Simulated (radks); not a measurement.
Species: Ru3+. Configuration: [Kr] 4d5. All-electron calculation, non-relativistic Kohn-Sham, PBE, spin-polarised, spherical densities, point nucleus; open shells are filled with parallel spins first (spin-orbit coupling, left out, can overturn this in heavy ions); relativity is left out, which matters for an element this heavy. Program: a radial shooting solver on a logarithmic mesh with Libxc functionals.

Unscreened Slater integrals over Kohn-Sham orbitals (eV). They are taken over the spin-up orbitals.

integral    value
F0(4d,4d)  17.351
F2(4d,4d)  8.7929
F4(4d,4d)  5.7833
F0(4d,4p)  19.212
F2(4d,4p)  9.6099
G1(4d,4p)  12.104
G3(4d,4p)  7.4276
F0(4d,4s)  19.736
G2(4d,4s)  8.9942
F0(4d,3d)  23.339
F2(4d,3d)  4.4293
F4(4d,3d)  1.9301
G0(4d,3d)  1.4109
G2(4d,3d)  1.6089
G4(4d,3d)  1.2171
F0(4p,4p)  21.839
F2(4p,4p)  11.519
F0(4p,4s)  22.625
G1(4p,4s)  15.471
F0(4p,3d)  28.290
F2(4p,3d)  6.5374
G1(4p,3d)  2.0755
G3(4p,3d)  2.0127
F0(4s,4s)  23.514
F0(4s,3d)  30.049
G2(4s,3d)  2.3404
F0(3d,3d)  64.561
F2(3d,3d)  32.004
F4(3d,3d)  20.379

Derived for the open shells (J is the average intra-shell exchange parameter used in DFT+U). 4d: Racah B = F2/49 - 5 F4/441 = 0.1139 eV, C = 35 F4/441 = 0.4590 eV, C/B = 4.03, F4/F2 = 0.658, J = (F2 + F4)/14 = 1.041 eV.
